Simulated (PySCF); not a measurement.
PySCF 2.14 output of a UHF calculation on a single atom or ion in aug-cc-pVDZ-PP with ECP60MDF (5s5p4d2f, 54 functions), with a scalar-relativistic core potential:

```
SCF conv_tol = 1e-09
number electrons alpha = 7  beta = 4
cycle= 1 E= -47.620994781494  delta_E= -0.00383  |g|= 0.0163  |ddm|= 0.0723
cycle= 2 E= -47.6217690911815  delta_E= -0.000774  |g|= 0.0097  |ddm|= 0.039
cycle= 3 E= -47.6223372852161  delta_E= -0.000568  |g|= 0.00759  |ddm|= 0.0446
cycle= 4 E= -47.6231766918598  delta_E= -0.000839  |g|= 0.00318  |ddm|= 0.125
cycle= 5 E= -47.623301062958  delta_E= -0.000124  |g|= 0.000582  |ddm|= 0.0638
cycle= 6 E= -47.6233045124585  delta_E= -3.45e-06  |g|= 0.000134  |ddm|= 0.00971
cycle= 7 E= -47.6233045922923  delta_E= -7.98e-08  |g|= 2.51e-05  |ddm|= 0.0013
cycle= 8 E= -47.6233045937662  delta_E= -1.47e-09  |g|= 7.46e-06  |ddm|= 0.000185
cycle= 9 E= -47.623304593848  delta_E= -8.18e-11  |g|= 1.52e-06  |ddm|= 9.32e-05
converged SCF energy = -47.623304593848  <S^2> = 3.751435  2S+1 = 4.0007174
```

The run itself started from symmetry-adapted Hartree-Fock orbitals and held the occupation by maximum overlap, so the iterations belong to that start.

Problem. Which element, charge and spin multiplicity is this?

Solution. Hf⁺ (hafnium, charge +1), multiplicity 4; the state was [Xe] 4f14 5d1 6s1 6p1, one real determinant (an excited configuration).

⟨L²⟩ = 8.38 against 12 for a pure F term, so this real determinant mixes terms. Energies and moments cover only the electrons outside the core potential. Spin-orbit coupling, absent here, splits the open shell strongly.
